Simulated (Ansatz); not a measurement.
Relaxation of C₂H₆GeO (10 atoms, charge 0, multiplicity 1), to a largest force component of 0.015 eV/Å in at most 40 steps.

All numbers below come from RKS PBE/def2-SVP (Ansatz 0.2.0).

```xyz
10
Properties=species:S:1:pos:R:3:forces:R:3
C 0.403 1.377 -0.006 -1.44 1.85 -0.61
Ge -0.674 -0.207 -0.313 -0.36 1.07 -0.17
C 0.284 -1.708 0.343 1.62 -0.28 4.06
O 0.695 -1.752 1.533 -0.98 0.29 -2.02
H -0.212 2.285 -0.423 0.93 -1.26 0.55
H 0.536 1.568 1.067 0.23 -0.08 0.24
H 1.352 1.350 -0.546 0.46 -0.05 -0.10
H -1.986 -0.085 0.426 -0.59 0.04 0.34
H -0.919 -0.369 -1.788 -0.21 -0.12 -0.90
H 0.605 -2.510 -0.291 0.34 -1.46 -1.39
```

Problem. Where does it end, and by what steps?

Solution. It converged. The force dipped under the threshold on the way, but the program's further checks kept it going. After 26 steps the energy has fallen by 0.397 eV; H10 moved furthest, 0.77 Å.

| step | energy less start (eV) | largest force component (eV/Å) | accepted |
| --- | --- | --- | --- |
| 0 | 0.0000 | 4.060 | yes |
| 1 | -0.1240 | 2.890 | yes |
| 2 | -0.2742 | 1.336 | yes |
| 3 | -0.3287 | 2.125 | yes |
| 4 | -0.3738 | 0.267 | yes |
| 5 | -0.3782 | 0.116 | yes |
| 6 | -0.3801 | 0.044 | yes |
| 7 | -0.3834 | 0.065 | yes |
| 8 | -0.3727 | 0.785 | no |
| 9 | -0.3863 | 0.259 | yes |
| 10 | -0.3877 | 0.290 | yes |
| 11 | -0.3881 | 0.421 | yes |
| 12 | -0.3899 | 0.206 | yes |
| 13 | -0.3850 | 0.210 | no |
| 14 | -0.3942 | 0.077 | yes |
| 15 | -0.3957 | 0.080 | yes |
| 16 | -0.3917 | 0.485 | no |
| 17 | -0.3966 | 0.022 | yes |
| 18 | -0.3967 | 0.066 | yes |
| 19 | -0.3966 | 0.078 | no |
| 20 | -0.3971 | 0.021 | yes |
| 21 | -0.3971 | 0.018 | yes |
| 22 | -0.3973 | 0.014 | yes |
| 23 | -0.3974 | 0.017 | yes |
| 24 | -0.3974 | 0.040 | yes |
| 25 | -0.3973 | 0.035 | no |
| 26 | -0.3974 | 0.011 | yes |

```xyz
10
Properties=species:S:1:pos:R:3
C 0.352 1.447 0.028
Ge -0.633 -0.175 -0.469
C 0.307 -1.704 0.472
O 1.120 -1.489 1.349
H -0.322 2.315 0.156
H 0.868 1.233 0.986
H 1.115 1.690 -0.736
H -2.103 -0.153 0.044
H -0.670 -0.443 -2.002
H 0.049 -2.772 0.176
```

Whether the end is a true minimum wasn't checked by a vibrational analysis.

Time of the run: 30 s on 2 threads of AMD EPYC 9R14 (Zen 4), on a shared host, peak memory 0.16 GiB.
